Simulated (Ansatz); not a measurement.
`B[SiH2]OCC` → `B[SiH2]OC` + `[CH2]` (triplet) at 400 K and 1 bar (formal loss of a carbene).

Computed with Ansatz on PBE0-D4/def2-TZVP structures; ΔE is electronic, products minus reactants. CBS: MP2 limit from def2 TZ/QZ plus the TZ coupled-cluster correction, frozen cores. This one scheme is used for every species. Triplets are unrestricted, without spin–orbit coupling. One conformer a species, not always the lowest.

| species | CCSD(T)/CBS energy (Eh) | H − E (kJ/mol) | S (J/(mol·K)) |
| --- | --- | --- | --- |
| `B[SiH2]OCC` | -470.55751 | 320.2 | 411.1 |
| `B[SiH2]OC` | -431.29232 | 239.8 | 372.8 |
| `[CH2]` (triplet) | -39.09499 | 59.0 | 205.7 |

H − E and S are ideal-gas, rigid-rotor, harmonic terms from PBE0-D4/def2-TZVP, for one conformer and one mirror image of each species, with the whole ground term of open shells counted as degenerate. 1 Eh = 2625.50 kJ/mol, R = 8.31446 J/(mol·K).

By hand: ΔE, ΔH, ΔS and ΔG.

ΔE = (-431.29232) + (-39.09499) − (-470.55751) = 0.17020 Eh = 446.9 kJ/mol. Δ(H − E) = 239.8 + 59.0 − 320.2 = -21.4, so ΔH = 425.5 kJ/mol. ΔS = 372.8 + 205.7 − 411.1 = 167.4 J/(mol·K). ΔG = 425.5 − 400 × (167.4)/1000 = 358.5 kJ/mol.

By hand: the equilibrium constant, and the temperature at which ΔG would vanish if ΔH and ΔS stayed fixed.

log₁₀ K = −ΔG/(RT ln 10) = -46.8. ΔG = 0 at ΔH/ΔS = 2542 K, far beyond where these terms or the molecules hold.

The number of gas molecules changes by +1, which sets the sign of ΔS. A doubt of 5 kJ/mol in ΔE shifts log₁₀ K by 0.7 here. Other conformers and mirror images would add mixing entropy, several J/(mol·K) or more a flexible species. Modes under 60 cm⁻¹, often nearly free rotors, make the harmonic entropy too high. A triplet takes part, so the spin changes. These are equilibria of isolated gas molecules and say nothing of rates. Largest T1 diagnostic: 0.011 (customary marks: 0.02 for closed shells, 0.045 for open ones).
